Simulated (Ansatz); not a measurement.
Input file for Ansatz (a program for electronic structure): R-PBE0/def2-TZVPP on O3 (SMILES O=[O+][O-]).

Ansatz 0.2 input:
```yaml
crystal:
  periodic: [false, false, false]
  atoms:
    - {symbol: O, position_ang: [1.01805960, -0.38473453, 0.14015829]}
    - {symbol: O, position_ang: [-0.00257246, 0.33096353, 0.27229815]}
    - {symbol: O, position_ang: [-1.01538714, 0.05377100, -0.41235643]}
basis:
  gaussian:
    orbitals: def2-TZVPP
hamiltonian:
  xc: {name: PBE0}
scf: {lower_state_search: off}
```

The log:

```
WARN ansatz: RAYON_NUM_THREADS=1 ignored (pool sized by the plan → 1); use --threads N
Functional definition: PBE0
these checks for a lower state are left out or cut short: stability, starts, cluster_reference, orbital_swaps, neighbouring_geometries, increment
integrals: 0.01 GiB planned
453 factors; their error is unknown
mean field: 0.19 GiB planned
mean field evaluation 1: about -6126.6747 eV, gradient 4.9e1 eV
mean field evaluation 2: about -6117.0687 eV, gradient 9.5e1 eV
mean field evaluation 4: about -6130.1034 eV, gradient 1.7e0 eV
mean field evaluation 8: about -6130.1284 eV, gradient 2.2e-2 eV
mean field evaluation 16: about -6130.1284 eV, gradient 2.0e-6 eV
mean field -6130.12841318 eV, -225.2780640341 hartree, gradient 2.0e-6 eV, S^2 0.000000; 0 other end points of the search recorded, 0 dependent functions left out
reference -6130.12842561 eV, -225.2780644910 hartree; 12, 12 occupied and 81, 81 virtual orbitals, 453 factors
Total energy: -6130.12842561 eV, -225.2780644910 hartree
Checks for a lower state left out: stability, starts, cluster_reference, orbital_swaps, neighbouring_geometries, increment
```

Self-consistency was reached.

Cost: roughly 0.5 core-seconds.
